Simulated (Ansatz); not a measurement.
Ideal-gas functions of `[NH2][Cd][SH]` at 298.15 K and 1 bar, from an Ansatz frequency run at PBE0-D4/def2-TZVP.

Molar mass 161.51 g/mol, point group Cs (symmetry number 1), electronic degeneracy 1, moments of inertia 3.513, 237.434, 238.285 u Å². Harmonic wavenumbers (cm⁻¹, unscaled): 114, 115, 146, 345, 533, 606, 652, 793, 1558, 2707, 3528, 3622.

Use S(trans) = R[1.5 ln M + 2.5 ln T − 1.1517]; rotational temperatures θ = 24.2544 K / I; S(rot) = R[ln(√π/σ · √(T³/θAθBθC)) + 1.5]; for each mode x = 1.438777 ν̃/T, S = R[x/(eˣ − 1) − ln(1 − e⁻ˣ)] and H = RT x/(eˣ − 1); 1 cm⁻¹ = 0.0119627 kJ/mol; R = 8.31446 J/(mol·K).

By hand: the entropy, in J/(mol·K).

Translation 172.3. Rotation: θ = 6.9042, 0.1022, 0.1018 K, giving 99.2. Vibration, mode by mode: 13.39, 13.32, 11.40, 4.97, 2.43, 1.84, 1.54, 0.89, 0.04, 0.00, 0.00, 0.00, in all 49.8. Electronic 0.0. Sum 321.3 J/(mol·K).

By hand: H − E and G − E in kJ/mol, counted from the electronic energy.

Zero-point energy ½ × 14719 × 0.0119627 = 88.0; thermal vibration 7.9; translation, rotation and pV give 4 RT = 9.9. H − E = 105.8 kJ/mol, and G − E = 105.8 − 298.15 × 321.3/1000 = 10.0 kJ/mol.

Vibration gives 15 % of the entropy, 38.1 J/(mol·K) of it from the modes under 150 cm⁻¹: soft modes count most, and the harmonic formula is weakest for them. The sum counts one conformer and one mirror image; others add a mixing term.
